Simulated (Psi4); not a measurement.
ClGa, singlet, geometry from GFN2-xTB (such geometries of metal compounds can be far from the true shape), atoms displaced at random by about 0.08 Å a coordinate; TPSS/6-31G, gradient (Psi4).

The Psi4 input:
```
memory 2 GB

molecule {
0 1
Ga   -0.01441050   -0.04998244   -0.83608093
Cl    0.13261656    0.02459498    1.31652892
symmetry c1
no_reorient
no_com
}

set {
  basis 6-31g
}

gradient('tpss')
print_variables()
```

The log (banner, timings and long lists left out):

```
gradient() will perform analytic gradient computation.

   => Loading Basis Set <=

    Name: 6-31G
    Role: ORBITAL
    Keyword: BASIS

         ---------------------------------------------------------
                                   SCF
               by Justin Turney, Rob Parrish, Andy Simmonett
                          and Daniel G. A. Smith
                              RKS Reference
         ---------------------------------------------------------

  ==> Geometry <==

    Molecular point group: c1
    Full point group: C1

    Geometry (in Angstrom), charge = 0, multiplicity = 1:

       Center              X                  Y                   Z               Mass
    ------------   -----------------  -----------------  -----------------  -----------------
         GA          -0.014410500000    -0.049982440000    -0.836080930000    68.925573500000
         CL           0.132616560000     0.024594980000     1.316528920000    34.968852682000

  Running in c1 symmetry.

  Rotational constants: A =     72.63314  B =      0.15412  C =      0.15379 [cm^-1]
  Rotational constants: A = 2177486.69762  B =   4620.33724  C =   4610.55425 [MHz]
  Nuclear repulsion =  129.174410018836568

  Charge       = 0
  Multiplicity = 1
  Electrons    = 48
  Nalpha       = 24
  Nbeta        = 24

  ==> Algorithm <==

  SCF Algorithm Type is DF.
  DIIS enabled.
  MOM disabled.
  Fractional occupation disabled.
  Guess Type is SAD.
  Energy threshold   = 1.00e-08
  Density threshold  = 1.00e-08
  Integral threshold = 1.00e-12

  ==> Primary Basis <==

  Basis Set: 6-31G
    Blend: 6-31G
    Number of shells: 18
    Number of basis functions: 42
    Number of Cartesian functions: 42
    Spherical Harmonics?: false
    Max angular momentum: 2

  ==> DFT Potential <==

   => LibXC <=

    Version 7.1.2
    S. Lehtola, C. Steigemann, M. J. T. Oliveira, and M. A. L. Marques,  SoftwareX 7, 1–5 (2018) (10.1016/j.softx.2017.11.002)

   => Composite Functional: TPSS <=

    TPSS Meta-GGA XC Functional

    J. Tao, et al., Phys. Rev. Lett., 91, 146401, 2003

    Deriv               =              1
    GGA                 =           TRUE
    Meta                =           TRUE

    Exchange Hybrid     =          FALSE
    MP2 Hybrid          =          FALSE

   => Exchange Functionals <=

    1.0000   XC_MGGA_X_TPSS

   => Correlation Functionals <=

    1.0000   XC_MGGA_C_TPSS

   => LibXC Density Thresholds  <==

    XC_MGGA_C_TPSS:  1.00E-15
    XC_MGGA_X_TPSS:  1.00E-15

   => Molecular Quadrature <=

    Radial Scheme          =       TREUTLER
    Pruning Scheme         =           NONE
    Nuclear Scheme         =       TREUTLER

    Blocking Scheme        =         OCTREE
    BS radius alpha        =              1
    Pruning alpha          =              1
    Radial Points          =             75
    Spherical Points       =            302
    Total Points           =          43019
    Total Blocks           =            397
    Max Points             =            252
    Max Functions          =             41
    Weights Tolerance      =       1.00E-15

   => Loading Basis Set <=

    Name: (6-31G AUX)
    Role: JKFIT
    Keyword: DF_BASIS_SCF

  ==> Integral Setup <==

  SCF_SUBTYPE=INCORE selected. In-core MEM_DF algorithm will be used.
  Using in-core AOs.

  ==> MemDFJK: Density-Fitted J/K Matrices <==

    J tasked:                   Yes
    K tasked:                    No
    wK tasked:                   No
    Algorithm:                 Core
    Schwarz Cutoff:           1E-12
    Mask sparsity (%):       3.4014
    Fitting Condition:        1E-10

   => Auxiliary Basis Set <=

  Basis Set: (6-31G AUX)
    Blend: CC-PVDZ-JKFIT
    Number of shells: 83
    Number of basis functions: 339
    Number of Cartesian functions: 339
    Spherical Harmonics?: false
    Max angular momentum: 3

  Minimum eigenvalue in the overlap matrix is 7.9367253138E-04.
  Reciprocal condition number of the overlap matrix is 1.9228081301E-04.
    Using symmetric orthogonalization.

  ==> Pre-Iterations <==

  SCF Guess: Superposition of Atomic Densities via on-the-fly atomic UHF (no occupation information).

   -------------------------
    Irrep   Nso     Nmo
   -------------------------
     A         42      42
   -------------------------
    Total      42      42
   -------------------------

  ==> Iterations <==

                           Total Energy        Delta E     RMS |[F,P]|

   @DF-RKS iter SAD: -2381.49785679785100   -2.38150e+03   0.00000e+00
   @DF-RKS iter   1: -2382.67883260750432   -1.18098e+00   7.59864e-02 ADIIS/DIIS
   @DF-RKS iter   2: -2336.53621074845796    4.61426e+01   1.38739e-01 ADIIS
   @DF-RKS iter   3: -2383.77053567105895   -4.72343e+01   6.03846e-02 ADIIS/DIIS
   @DF-RKS iter   4: -2384.70523946254707   -9.34704e-01   9.30651e-03 ADIIS/DIIS
   @DF-RKS iter   5: -2384.72602397115861   -2.07845e-02   2.97807e-03 ADIIS/DIIS
   @DF-RKS iter   6: -2384.73440156255629   -8.37759e-03   7.33555e-04 ADIIS/DIIS
   @DF-RKS iter   7: -2384.73504533701544   -6.43774e-04   2.88937e-05 DIIS
   @DF-RKS iter   8: -2384.73504709630606   -1.75929e-06   3.86827e-06 DIIS
   @DF-RKS iter   9: -2384.73504712662407   -3.03180e-08   5.45896e-07 DIIS
   @DF-RKS iter  10: -2384.73504712703652   -4.12456e-10   2.52524e-08 DIIS
   @DF-RKS iter  11: -2384.73504712703743   -9.09495e-13   8.13482e-10 DIIS
  Energy and wave function converged.

  ==> Post-Iterations <==

   Electrons on quadrature grid:
      Ntotal   =   47.9999983387 ; deviation = -1.661e-06

    Orbital Energies [Eh]
    ---------------------

    Doubly Occupied:

[...]
    Virtual:

[...]
    Final Occupation by Irrep:
              A
    DOCC [    24 ]
    NA   [    24 ]
    NB   [    24 ]

  @DF-RKS Final Energy: -2384.73504712703743

   => Energetics <=

    Nuclear Repulsion Energy =            129.1744100188365678
    One-Electron Energy =               -3577.9018708700741627
    Two-Electron Energy =                1167.3913419231325861
    DFT Exchange-Correlation Energy =    -103.3989281989323246
    Empirical Dispersion Energy =           0.0000000000000000
    VV10 Nonlocal Energy =                  0.0000000000000000
    Total Energy =                      -2384.7350471270374328

Computation Completed

Properties will be evaluated at   0.000000,   0.000000,   0.000000 [a0]

Properties computed using the SCF density matrix

 Multipole Moments:

 ------------------------------------------------------------------------------------
     Multipole            Electronic (a.u.)      Nuclear  (a.u.)        Total (a.u.)
 ------------------------------------------------------------------------------------

 L = 1.  Multiply by 2.5417464519 to convert [e a0] to [Debye]
 Dipole X            :         -3.4784191            3.4161638           -0.0622553
 Dipole Y            :          2.1063465           -2.1379246           -0.0315781
 Dipole Z            :          5.7734645           -6.6849387           -0.9114742
 Magnitude           :                                                    0.9141433

 ------------------------------------------------------------------------------------

         ------------------------------------------------------------
                                   SCF GRAD
                          Rob Parrish, Justin Turney,
                       Andy Simmonett, and Alex Sokolov
         ------------------------------------------------------------

  ==> Geometry <==

    Molecular point group: c1
    Full point group: C1

    Geometry (in Angstrom), charge = 0, multiplicity = 1:

       Center              X                  Y                   Z               Mass
    ------------   -----------------  -----------------  -----------------  -----------------
         GA          -0.014410500000    -0.049982440000    -0.836080930000    68.925573500000
         CL           0.132616560000     0.024594980000     1.316528920000    34.968852682000

  Nuclear repulsion =  129.174410018836568

  ==> Basis Set <==

  Basis Set: 6-31G
    Blend: 6-31G
    Number of shells: 18
    Number of basis functions: 42
    Number of Cartesian functions: 42
    Spherical Harmonics?: false
    Max angular momentum: 2

  ==> DFJKGrad: Density-Fitted SCF Gradients <==

    Gradient:                    1
    J tasked:                  Yes
    K tasked:                   No
    wK tasked:                  No
    Integrals threads:           1
    Schwarz Cutoff:          1E-12
    Fitting Condition:       1E-10

   => Auxiliary Basis Set <=

  Basis Set: (6-31G AUX)
    Blend: CC-PVDZ-JKFIT
    Number of shells: 83
    Number of basis functions: 339
    Number of Cartesian functions: 339
    Spherical Harmonics?: false
    Max angular momentum: 3

  ==> DFT Potential <==

   => LibXC <=

    Version 7.1.2
    S. Lehtola, C. Steigemann, M. J. T. Oliveira, and M. A. L. Marques,  SoftwareX 7, 1–5 (2018) (10.1016/j.softx.2017.11.002)

   => Composite Functional: TPSS <=

    TPSS Meta-GGA XC Functional

    J. Tao, et al., Phys. Rev. Lett., 91, 146401, 2003

    Deriv               =              1
    GGA                 =           TRUE
    Meta                =           TRUE

    Exchange Hybrid     =          FALSE
    MP2 Hybrid          =          FALSE

   => Exchange Functionals <=

    1.0000   XC_MGGA_X_TPSS

   => Correlation Functionals <=

    1.0000   XC_MGGA_C_TPSS

   => LibXC Density Thresholds  <==

    XC_MGGA_C_TPSS:  1.00E-15
    XC_MGGA_X_TPSS:  1.00E-15

   => Molecular Quadrature <=

    Radial Scheme          =       TREUTLER
    Pruning Scheme         =           NONE
    Nuclear Scheme         =       TREUTLER

    Blocking Scheme        =         OCTREE
    BS radius alpha        =              1
    Pruning alpha          =              1
    Radial Points          =             75
    Spherical Points       =            302
    Total Points           =          43019
    Total Blocks           =            397
    Max Points             =            252
    Max Functions          =             41
    Weights Tolerance      =       1.00E-15

  -Total Gradient:
     Atom            X                  Y                   Z
    ------   -----------------  -----------------  -----------------
       1        0.002637652972     0.001337912951     0.038617650394
       2       -0.002645585408    -0.001341936573    -0.038733788625

  Variable Map:
  ----------------------------------------------------------------------------
[...]
  Array Variable Map:
  ----------------------------------------------------------------------------
[...]
[...]
```
